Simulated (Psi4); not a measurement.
F$_{2}$Sn (SMILES [F][Sn][F]), singlet, geometry from GFN2-xTB (such geometries of metal compounds can be far from the true shape) (all electrons, no relativity), atoms displaced at random by about 0.1 Å a coordinate. Base run: Psi4 with HF/STO-3G.

Input for Psi4:
```
memory 2 GB

molecule mol {
0 1
Sn    0.007695    0.039474    0.382229
F     0.931344    1.459035   -0.928471
F    -0.817652   -1.261326   -0.959877
}

set {
  basis sto-3g
  reference rhf
  scf_type pk
}

optimize('scf')
print_variables()
```

Each row names what was changed in the base input (with any setting that the change needs).

```csv
change,ΔE vs base (µEh),optimiser steps
base,0.0,7
intrafrag_hess = lindh,0.1,8
step_type = nr,0.1,7
step_type = sd,0.0,9
intrafrag_hess = simple,0.0,8
intrafrag_hess = fischer,0.2,6
intrafrag_step_limit = 0.05,0.2,9
```
